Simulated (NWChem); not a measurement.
System: ZrO2; SMILES [O]=[Zr]=[O]

Program: NWChem. def2 effective core potentials on Zr; no spin-orbit coupling. Each level has its own optimisation; frequencies are unscaled.

```csv
level,r O–Zr (Å),highest harmonic frequency (cm⁻¹),lowest (cm⁻¹),zero-point energy (kcal/mol)
"LDA (Slater exchange, VWN5)/def2-SVP (core potentials)",1.766,945,308,3.1
"Hartree-Fock/STO-3G (all-electron, non-relativistic)",…,…,…,3.7
"Hartree-Fock/3-21G (all-electron, non-relativistic)",1.752,1074,313,3.4
PBE0/def2-SVP (core potentials),1.761,967,305,3.1
```

Task: Some entries are withheld; supply them.

Result: 
- Hartree-Fock/STO-3G (all-electron, non-relativistic), r O–Zr (Å): 1.823
- Hartree-Fock/STO-3G (all-electron, non-relativistic), highest harmonic frequency (cm⁻¹): 1176
- Hartree-Fock/STO-3G (all-electron, non-relativistic), lowest (cm⁻¹): 281
